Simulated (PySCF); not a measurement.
BH₆NO₂Si, SMILES N[SiH2]B(O)O.

Geometry: B3LYP-D3(BJ)/def2-SVP. The structure was generated by enumeration, and PubChem lists no compound with its InChIKey, so it may never have been made. Other conformers were not sampled.

Two levels are set side by side: PBE/def2-TZVP (PySCF) and PBE0/def2-TZVP (PySCF). Same geometry, gas phase. Differences are taken from unrounded values.

| quantity | PBE0 | PBE | PBE minus PBE0 |
|---|---|---|---|
| orbital gap (eV) | 7.33 | 5.11 | -2.22 |
| highest occupied level (eV) | -7.56 | -6.21 | 1.36 |
| lowest empty level (eV) | -0.23 | -1.10 | -0.87 |
| dipole moment (D) | 1.82 | 1.81 | -0.01 |
| mean polarisability (bohr³) | 56.6 | 59.6 | 3.0 |

Without exact exchange PBE keeps part of each electron's self-repulsion, which lifts occupied levels and narrows the gap. Loosely held outer electrons make PBE densities more polarisable. Differences between two approximate levels are no errors against the true value.

Rough cost on one machine, each run with all the roots and properties that it gave: PBE0 against PBE within a factor of 2.
